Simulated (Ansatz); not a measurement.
```xyz
11

O     0.062   -1.672   -0.589
C     0.496   -0.417   -0.094
Si   -0.721    0.969   -0.603
B     0.619   -0.363    1.447
F     0.156   -1.337    2.208
H    -0.063   -1.607   -1.540
H     1.468   -0.104   -0.514
H    -0.963    0.787   -2.061
H    -2.013    0.834    0.117
H    -0.143    2.315   -0.359
H     1.102    0.594    1.989
```

Charge 0, multiplicity 1.

Q: List the ωB97M-V/def2-TZVPP orbital energies in eV (Ansatz). (An estimate is asked.)

A: The calculation gave: Occupied: -1807.23, -677.80, -526.49, -282.51, -189.14, -148.33, -102.44, -102.44, -102.43, -36.63, -31.68, -22.37, -18.39, -18.01, -17.03, -15.74, -15.58, -15.27, -14.25, -12.60, -12.38, -12.31, -11.15, -10.15. Lowest empty: 1.16, 1.69, 2.56, 2.69, 3.02, 3.17, 3.66, 3.69.
